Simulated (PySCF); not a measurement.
Problem. Write Cartesian coordinates for `CN(C)C(=O)[SiH](P)P` as optimised with GFN2-xTB.

Solution. 
```
atom  x, y, z in Å
C1    -1.607    0.544   -1.055
N2    -1.354   -0.161    0.172
C3    -2.530   -0.553    0.921
C4    -0.134   -0.481    0.614
O5     0.051   -1.099    1.659
Si6    1.510   -0.096   -0.321
P7     1.824    2.081   -0.831
P8     2.702   -0.930    1.374
H9    -0.680    0.931   -1.472
H10   -2.080   -0.118   -1.787
H11   -2.281    1.383   -0.864
H12   -3.102    0.329    1.215
H13   -3.164   -1.205    0.316
H14   -2.201   -1.088    1.810
H15    1.476   -0.760   -1.643
H16    1.999    2.498    0.475
H17    3.182    1.936   -1.028
H18    3.929   -0.949    0.710
H19    2.449   -2.254    1.069
```

Orientation and origin are arbitrary. Atoms count from 1 in this order. Si6 (SiH silicon) has angles from 90.7° to 121.5°. The 3 C–N bonds span 1.336 Å (N2–C4, drawn single) to 1.448 Å (N2–C3, drawn single), a spread of 0.112 Å. The 2 P–Si bonds span 2.234 Å (Si6–P8, drawn single) to 2.258 Å (Si6–P7, drawn single), a spread of 0.024 Å. P7 (three-coordinate phosphorus) is pyramidal (angles 95.4°, 93.9° and 92.4°, sum 281.7°, 0.84 Å off the plane of its three neighbours).

Bonds between heavy atoms (Å): C1–N2 1.438, N2–C3 1.448, N2–C4 1.336, C4=O5 1.228, C4–Si6 1.930, Si6–P7 2.258, Si6–P8 2.234.

The geometry is computed with GFN2-xTB (gas phase).

Point group: C1 (no symmetry element, even within 0.4 Å). GFN2-xTB frequencies: not computed here. One conformer, not necessarily the lowest (C1–N2–C4–O5 -179°, N2–C4–Si6–P7 56°, C4–Si6–P7–H 69° and 161°, C4–Si6–P8–H 169° and 76°).
